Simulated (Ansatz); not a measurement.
```yaml
crystal:
  periodic: [false, false, false]
  atoms:
    - {symbol: C, position_ang: [1.149353, -0.037403, 1.116206]}
    - {symbol: C, position_ang: [0.485665, -0.532922, -0.169169]}
    - {symbol: C, position_ang: [1.500842, -1.325601, -0.992328]}
    - {symbol: C, position_ang: [-0.697398, -1.434847, 0.184447]}
    - {symbol: O, position_ang: [0.073879, 0.538690, -0.960253]}
    - {symbol: Cu, position_ang: [-1.116140, 1.739425, -0.393540]}
    - {symbol: O, position_ang: [-2.396004, 3.114179, 0.092154]}
    - {symbol: H, position_ang: [1.975805, 0.633275, 0.869353]}
    - {symbol: H, position_ang: [0.423930, 0.522748, 1.716863]}
    - {symbol: H, position_ang: [1.535515, -0.858838, 1.727800]}
    - {symbol: H, position_ang: [1.034224, -1.671140, -1.917464]}
    - {symbol: H, position_ang: [1.881244, -2.192893, -0.445217]}
    - {symbol: H, position_ang: [2.341975, -0.681379, -1.257830]}
    - {symbol: H, position_ang: [-1.194586, -1.766163, -0.730313]}
    - {symbol: H, position_ang: [-0.391241, -2.316731, 0.755832]}
    - {symbol: H, position_ang: [-1.424673, -0.875980, 0.784033]}
    - {symbol: H, position_ang: [-2.018802, 4.000141, 0.108044]}
    - {symbol: H, position_ang: [-3.163599, 3.145458, -0.488617]}
basis:
  gaussian: {orbitals: cc-pVDZ, fitting: {mean_field: cc-pVTZ-jkfit}, nuclear_model: gaussian}
hamiltonian: {xc: {name: HSE06}, dispersion: d3bj}
```

```sh
$ ansatz run in.yaml --threads 2 --pin off --events-out ev --progress --plain --max-ram 22528MiB --backend cpu
```

Task: How does Ansatz answer? (Estimate.)

Result: Computed: The input was rejected before any iteration.
```
Functional definition: HSE06
Error: <dir> the basis set cc-pVTZ-JKFIT has no functions for Cu
```

HSE06 is defined as in plane-wave codes.
